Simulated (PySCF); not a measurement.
Z-matrix (Å, degrees):
```
Br
```
Charge 0, spin multiplicity 2.

Task: Give the total energy, dipole moment and highest occupied spin orbital at the level PBE-D3(BJ)/def2-TZVP in PySCF.

Result: 
The total energy is -70034.51 eV, the dipole moment comes out as 0.00 D and the highest occupied spin orbital is -7.43 eV.
